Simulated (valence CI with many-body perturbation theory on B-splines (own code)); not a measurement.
# E1 transitions of Eu³²⁺

Computed by relativistic CI+MBPT: three valence electrons over a frozen Dirac-Fock core [Ar] 3d10, a basis of 11 s, 11 p, 10 d, 8 f, 5 g, 2 h functions for each j, with the one-electron correlation potential Σ1, the two-electron term Σ2, the three-electron term Σ3, Breit, model QED; selected CI, second order for the rest, scaled by the run's own slope (own B-spline code, finite nucleus).

No measured spectrum was set against this ion. As an estimate, large intervals hold to a few tenths of a per cent, small ones and those within an open d or f shell to about a per cent.

Lines 201 to 250 of 541 in falling wavelength, among levels below 524.26 eV, chosen from the strongest by gf and those to the six lowest levels. Wavelengths and rates use the calculated energies. Electric multipoles are in the length gauge, E1 and E2 with the static RPA response of the core. Weak lines are less certain than strong ones. Lines between different terms over intervals too small for the method are left out, as are lines whose strength nearly cancels. Where a level lies close to another of its J and parity, the split of strength between their lines is uncertain. The highest levels of a list are the least certain.

Levels are named by their leading jj configuration (3d3/2^4 stands for four electrons in 3d with j = 3/2), which in mixed levels can hold well under half, so a name can repeat and another be missing. Letters in brackets count levels of one name in rising energy.

| λ vac (nm) | Upper | Lower | A (s⁻¹) | S (a.u.) |
| --- | --- | --- | --- | --- |
| 9.671 | (4s 4d3/2 4d5/2) J=5/2 [c] | (4s 4p3/2 4d3/2) J=5/2 [b] | 5.05e+10 | 1.35e-01 |
| 9.666 | (4p1/2 4p3/2 4d5/2) J=3/2 [a] | (4p1/2 4p3/2^2) J=3/2 | 8.58e+10 | 1.53e-01 |
| 9.664 | (4s 4d5/2^2) J=3/2 | (4s 4p3/2 4d5/2) J=5/2 [b] | 1.59e+11 | 2.83e-01 |
| 9.652 | (4p1/2 4p3/2 4f7/2) J=5/2 [a] | (4p1/2 4p3/2 4d5/2) J=5/2 [b] | 4.94e+10 | 1.32e-01 |
| 9.647 | (4p3/2^2 4d5/2) J=1/2 | (4s 4p3/2 4d3/2) J=3/2 [b] | 2.98e+11 | 2.64e-01 |
| 9.639 | (4p3/2 4d5/2^2) J=5/2 | (4p3/2^2 4d5/2) J=7/2 | 1.64e+11 | 4.34e-01 |
| 9.635 | (4s 4d3/2 4d5/2) J=3/2 [b] | (4s 4p3/2 4d3/2) J=3/2 [c] | 1.34e+11 | 2.36e-01 |
| 9.633 | (4s 4d5/2^2) J=1/2 | (4s 4p3/2 4d5/2) J=3/2 [a] | 3.58e+11 | 3.16e-01 |
| 9.633 | (4p3/2 4d3/2 4d5/2) J=7/2 [d] | (4p3/2^2 4d3/2) J=5/2 | 7.01e+10 | 2.47e-01 |
| 9.623 | (4s 4p1/2 4f7/2) J=7/2 [a] | (4s 4p1/2 4d5/2) J=5/2 [a] | 3.75e+10 | 1.32e-01 |
| 9.618 | (4s 4d5/2^2) J=3/2 | (4s 4p3/2 4d5/2) J=3/2 [a] | 1.78e+11 | 3.13e-01 |
| 9.617 | (4p1/2 4p3/2 4f7/2) J=5/2 [b] | (4p1/2 4p3/2 4d5/2) J=3/2 [b] | 1.24e+11 | 3.27e-01 |
| 9.616 | (4s 4p3/2 4f7/2) J=3/2 | (4s 4p3/2 4d5/2) J=1/2 | 1.06e+11 | 1.86e-01 |
| 9.614 | (4s 4p3/2 4d5/2) J=1/2 | (4s 4p3/2^2) J=1/2 | 2.53e+11 | 2.22e-01 |
| 9.587 | (4s 4p3/2 4d5/2) J=5/2 [a] | (4s 4p3/2^2) J=5/2 | 2.14e+11 | 5.59e-01 |
| 9.572 | (4p1/2 4p3/2 4f7/2) J=7/2 [a] | (4p1/2 4p3/2 4d5/2) J=5/2 [a] | 3.78e+10 | 1.31e-01 |
| 9.566 | (4s 4d3/2 4d5/2) J=1/2 | (4s 4p3/2 4d3/2) J=1/2 [b] | 3.11e+11 | 2.69e-01 |
| 9.554 | (4p1/2 4p3/2 4f7/2) J=7/2 [b] | (4p1/2 4p3/2 4d5/2) J=7/2 [b] | 4.01e+10 | 1.38e-01 |
| 9.549 | (4p1/2 4p3/2 4f7/2) J=3/2 | (4p1/2 4p3/2 4d5/2) J=1/2 | 2.05e+11 | 3.52e-01 |
| 9.548 | (4s 4d5/2^2) J=9/2 | (4s 4p3/2 4d3/2) J=7/2 | 3.52e+10 | 1.51e-01 |
| 9.537 | (4p3/2 4d3/2 4d5/2) J=5/2 [c] | (4p3/2^2 4d3/2) J=7/2 | 4.74e+10 | 1.22e-01 |
| 9.537 | (4p1/2^2 4f7/2) J=7/2 | (4p1/2^2 4d5/2) J=5/2 | 7.64e+10 | 2.62e-01 |
| 9.536 | (4s 4p1/2 4f7/2) J=5/2 | (4s 4p1/2 4d5/2) J=3/2 | 2.95e+11 | 7.58e-01 |
| 9.529 | (4s 4d5/2^2) J=7/2 | (4s 4p3/2 4d5/2) J=7/2 [b] | 1.56e+11 | 5.34e-01 |
| 9.523 | (4p1/2 4d3/2 4d5/2) J=7/2 [b] | (4p1/2 4p3/2 4d5/2) J=7/2 [a] | 9.26e+10 | 3.16e-01 |
| 9.522 | (4s 4p1/2 4f7/2) J=7/2 [c] | (4s 4p1/2 4d5/2) J=5/2 [b] | 1.98e+11 | 6.74e-01 |
| 9.489 | (4p3/2 4d5/2^2) J=9/2 | (4p3/2^2 4d5/2) J=9/2 | 1.88e+11 | 7.92e-01 |
| 9.489 | (4p3/2^2 4d5/2) J=3/2 | (4s 4p3/2 4d3/2) J=3/2 [b] | 1.08e+11 | 1.83e-01 |
| 9.486 | (4p1/2 4p3/2 4f7/2) J=3/2 | (4p1/2 4p3/2 4d5/2) J=3/2 [b] | 7.05e+10 | 1.19e-01 |
| 9.486 | (4p3/2 4d5/2^2) J=7/2 [a] | (4p3/2^2 4d5/2) J=7/2 | 3.89e+10 | 1.31e-01 |
| 9.482 | (4s 4d5/2^2) J=7/2 | (4s 4p3/2 4d5/2) J=7/2 [a] | 1.22e+11 | 4.10e-01 |
| 9.477 | (4s 4p1/2 4d3/2) J=1/2 | (4s 4p1/2 4p3/2) J=3/2 [a] | 5.39e+09 | 4.53e-03 |
| 9.476 | (4s 4d3/2 4d5/2) J=3/2 [a] | (4s 4p3/2 4d3/2) J=1/2 [a] | 6.27e+10 | 1.05e-01 |
| 9.474 | (4s 4d5/2^2) J=9/2 | (4s 4p3/2 4d5/2) J=9/2 | 2.32e+11 | 9.72e-01 |
| 9.458 | (4s 4p1/2 4d3/2) J=3/2 [b] | (4s 4p1/2 4p3/2) J=3/2 [a] | 4.41e+10 | 7.37e-02 |
| 9.450 | (4s 4p1/2 4d5/2) J=3/2 | (4s 4p1/2 4p3/2) J=3/2 [b] | 9.85e+10 | 1.64e-01 |
| 9.446 | (4s 4d3/2 4d5/2) J=5/2 [b] | (4s 4p3/2 4d3/2) J=5/2 [a] | 1.12e+11 | 2.79e-01 |
| 9.446 | (4s 4d5/2^2) J=5/2 | (4s 4p3/2 4d5/2) J=5/2 [a] | 2.30e+11 | 5.74e-01 |
| 9.444 | (4s 4p1/2 4f7/2) J=9/2 | (4s 4p1/2 4d5/2) J=7/2 | 1.25e+11 | 5.20e-01 |
| 9.439 | (4p3/2^2 4d5/2) J=5/2 [a] | (4s 4p3/2 4d3/2) J=3/2 [b] | 3.95e+10 | 9.85e-02 |
| 9.436 | (4p1/2 4p3/2 4f5/2) J=5/2 [a] | (4p1/2 4p3/2 4d3/2) J=3/2 [b] | 4.01e+10 | 9.98e-02 |
| 9.427 | (4p1/2 4p3/2 4d5/2) J=5/2 [b] | (4p1/2 4p3/2^2) J=3/2 | 1.42e+11 | 3.52e-01 |
| 9.424 | (4p1/2 4p3/2 4f7/2) J=7/2 [b] | (4p1/2 4p3/2 4d5/2) J=5/2 [a] | 2.99e+10 | 9.87e-02 |
| 9.423 | (4p1/2 4p3/2 4f5/2) J=5/2 [a] | (4p1/2 4p3/2 4d3/2) J=5/2 [b] | 6.22e+10 | 1.54e-01 |
| 9.422 | (4s 4d5/2^2) J=1/2 | (4s 4p3/2 4d5/2) J=1/2 | 1.92e+11 | 1.59e-01 |
| 9.414 | (4p1/2 4p3/2 4f7/2) J=5/2 [a] | (4p1/2 4p3/2 4d5/2) J=3/2 [a] | 1.07e+11 | 2.63e-01 |
| 9.411 | (4s 4p3/2 4f5/2) J=7/2 [b] | (4s 4p3/2 4d5/2) J=5/2 [b] | 3.73e+11 | 1.23e+00 |
| 9.407 | (4s 4p3/2 4f5/2) J=3/2 [b] | (4s 4p3/2 4d5/2) J=3/2 [b] | 2.21e+11 | 3.63e-01 |
| 9.407 | (4s 4d5/2^2) J=3/2 | (4s 4p3/2 4d5/2) J=1/2 | 1.51e+11 | 2.48e-01 |
| 9.404 | (4p3/2 4d3/2 4d5/2) J=5/2 [c] | (4p3/2^2 4d3/2) J=5/2 | 1.03e+11 | 2.54e-01 |
